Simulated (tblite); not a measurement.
Species: C3H12GeOSi.
Bonds: C1–C2, C2–Ge3, Ge3–C4, C4–Si5, Si5–O6. Hydrogens: H7, H8, H9 on C1; H10, H11 on C2; H12, H13 on Ge3; H14, H15 on C4; H16, H17 on Si5; H18 on O6.

Computed with GFN2-xTB (tblite), gas phase: L-BFGS steps from a force-field or distance-geometry start until the largest atomic force falls under 0.01 eV/Å.

Step 17: E = -551.9465 eV
```
atom  x, y, z in Å  |  force x, y, z in eV/Å
C1     -2.7133    1.0389   -0.4633    0.069   0.016   0.005
C2     -2.0028   -0.2772   -0.1292   -0.064   0.066  -0.009
Ge3    -0.3236   -0.6002   -1.1693   -0.149  -0.037  -0.042
C4      1.2177   -1.1584   -0.0647    0.079   0.039   0.029
Si5     2.4274    0.2517    0.3067    0.001   0.087   0.077
O6      3.6410    0.0460   -0.7545   -0.054  -0.008  -0.085
H7     -3.7975    0.9243   -0.4397    0.098   0.004   0.048
H8     -2.4360    1.8105    0.2516    0.001   0.017  -0.027
H9     -2.4327    1.3962   -1.4527   -0.068  -0.044  -0.043
H10    -1.7863   -0.3057    0.9394    0.026  -0.057  -0.011
H11    -2.6801   -1.1086   -0.3278    0.049  -0.049  -0.008
H12    -0.6133   -1.6302   -2.2516    0.030   0.022   0.069
H13    -0.0166    0.6547   -1.9546    0.036   0.023  -0.005
H14     0.8538   -1.5828    0.8673   -0.083   0.001   0.026
H15     1.7676   -1.9466   -0.5701   -0.019  -0.067  -0.086
H16     2.9466    0.1460    1.6736    0.034  -0.021   0.008
H17     1.8209    1.5762    0.1422   -0.004   0.009  -0.022
H18     4.1184    0.7716   -1.1447    0.018   0.000   0.076
```

Step 18: E = -551.9503 eV
```
atom  x, y, z in Å  |  force x, y, z in eV/Å
C1     -2.7152    1.0391   -0.4628    0.092   0.011   0.006
C2     -2.0047   -0.2774   -0.1320   -0.029   0.055  -0.018
Ge3    -0.3260   -0.6020   -1.1742   -0.127  -0.021   0.024
C4      1.2132   -1.1584   -0.0647    0.138   0.074   0.052
Si5     2.4247    0.2529    0.3057   -0.025   0.112   0.091
O6      3.6278    0.0441   -0.7679   -0.056   0.042  -0.084
H7     -3.7991    0.9225   -0.4231    0.119   0.042   0.037
H8     -2.4241    1.8160    0.2406   -0.017   0.006   0.000
H9     -2.4430    1.3904   -1.4567   -0.098  -0.054  -0.058
H10    -1.7763   -0.3086    0.9344   -0.018  -0.052  -0.015
H11    -2.6869   -1.1050   -0.3301    0.073  -0.058   0.010
H12    -0.6103   -1.6300   -2.2531    0.016  -0.016   0.026
H13    -0.0138    0.6525   -1.9550    0.035   0.035  -0.017
H14     0.8544   -1.5815    0.8707   -0.091   0.000  -0.009
H15     1.7728   -1.9416   -0.5682   -0.055  -0.078  -0.083
H16     2.9539    0.1471    1.6713    0.021  -0.024  -0.030
H17     1.8113    1.5794    0.1549    0.031  -0.040  -0.029
H18     4.1326    0.7666   -1.1309   -0.010  -0.035   0.097
```

Step 19: E = -551.9546 eV
```
atom  x, y, z in Å  |  force x, y, z in eV/Å
C1     -2.7157    1.0398   -0.4622    0.091   0.008  -0.001
C2     -2.0072   -0.2769   -0.1351    0.030   0.013  -0.017
Ge3    -0.3308   -0.6038   -1.1789   -0.032   0.017   0.099
C4      1.2102   -1.1574   -0.0640    0.145   0.084   0.054
Si5     2.4220    0.2558    0.3061   -0.033   0.095   0.066
O6      3.6118    0.0431   -0.7839   -0.075   0.093  -0.050
H7     -3.7984    0.9210   -0.4044    0.112   0.081   0.028
H8     -2.4113    1.8226    0.2281   -0.022   0.001   0.029
H9     -2.4556    1.3830   -1.4620   -0.117  -0.059  -0.070
H10    -1.7653   -0.3134    0.9286   -0.070  -0.035  -0.014
H11    -2.6928   -1.1022   -0.3328    0.086  -0.056   0.028
H12    -0.6066   -1.6301   -2.2531   -0.004  -0.065  -0.032
H13    -0.0099    0.6508   -1.9555    0.023   0.033  -0.023
H14     0.8529   -1.5798    0.8738   -0.078   0.003  -0.057
H15     1.7765   -1.9372   -0.5680   -0.096  -0.063  -0.056
H16     2.9625    0.1478    1.6687    0.014  -0.022  -0.056
H17     1.8018    1.5825    0.1672    0.057  -0.065  -0.033
H18     4.1473    0.7606   -1.1136   -0.031  -0.062   0.105
```

Step 20: E = -551.9595 eV
```
atom  x, y, z in Å  |  force x, y, z in eV/Å
C1     -2.7146    1.0406   -0.4618    0.065   0.005  -0.012
C2     -2.0096   -0.2762   -0.1380    0.089  -0.043  -0.009
Ge3    -0.3364   -0.6053   -1.1817    0.107   0.058   0.137
C4      1.2101   -1.1551   -0.0627    0.089   0.062   0.032
Si5     2.4195    0.2605    0.3078   -0.027   0.036   0.017
O6      3.5940    0.0443   -0.8002   -0.080   0.139  -0.009
H7     -3.7952    0.9209   -0.3856    0.074   0.109   0.023
H8     -2.3991    1.8294    0.2160   -0.008  -0.001   0.051
H9     -2.4699    1.3748   -1.4683   -0.118  -0.060  -0.074
H10    -1.7557   -0.3192    0.9226   -0.113  -0.011   0.001
H11    -2.6963   -1.1010   -0.3351    0.084  -0.044   0.036
H12    -0.6029   -1.6310   -2.2528   -0.022  -0.102  -0.073
H13    -0.0055    0.6495   -1.9560    0.003   0.019  -0.021
H14     0.8494   -1.5777    0.8754   -0.047   0.009  -0.095
H15     1.7776   -1.9345   -0.5696   -0.126  -0.024  -0.013
H16     2.9716    0.1478    1.6657    0.015  -0.017  -0.060
H17     1.7937    1.5847    0.1778    0.062  -0.053  -0.032
H18     4.1608    0.7538   -1.0946   -0.046  -0.082   0.101
```

Problem. Estimate the geometry and energy of step 21. (The exact step hangs on the optimiser's Hessian estimate; all steps are aligned on step 20, rigid shifts and turns removed.)

Solution. E = -551.9655 eV, largest force 0.280 eV/Å
```
atom  x, y, z in Å  |  force x, y, z in eV/Å
C1     -2.7118    1.0417   -0.4616    0.019   0.000  -0.026
C2     -2.0108   -0.2759   -0.1411    0.130  -0.090   0.005
Ge3    -0.3407   -0.6062   -1.1823    0.247   0.079   0.106
C4      1.2126   -1.1513   -0.0606   -0.019   0.006  -0.009
Si5     2.4168    0.2666    0.3107   -0.009  -0.047  -0.040
O6      3.5731    0.0486   -0.8171   -0.074   0.159   0.033
H7     -3.7897    0.9233   -0.3657    0.015   0.119   0.025
H8     -2.3868    1.8362    0.2042    0.024  -0.005   0.053
H9     -2.4874    1.3653   -1.4763   -0.098  -0.055  -0.061
H10    -1.7484   -0.3257    0.9166   -0.142   0.018   0.034
H11    -2.6973   -1.1015   -0.3367    0.071  -0.024   0.030
H12    -0.5992   -1.6335   -2.2533   -0.030  -0.104  -0.076
H13    -0.0009    0.6483   -1.9569   -0.020  -0.001  -0.014
H14     0.8441   -1.5752    0.8750   -0.005   0.014  -0.110
H15     1.7758   -1.9332   -0.5723   -0.135   0.026   0.035
H16     2.9814    0.1472    1.6617    0.022  -0.010  -0.044
H17     1.7869    1.5862    0.1873    0.047  -0.006  -0.026
H18     4.1737    0.7452   -1.0729   -0.044  -0.080   0.082
```

The energy changes by -0.0060 eV. The first-order estimate −F·Δx gives -0.0082 eV and the mean of the old and new forces, exact on a quadratic surface, -0.0060 eV. The step makes an angle of 73° with the force vector and moves no atom by more than 0.027 Å.

What follows is the cost of the whole relaxation. Time: 2.3 s. Hardware: one thread of an Arm Neoverse N1, shared host with 64 logical CPUs at a one-minute load of 59.
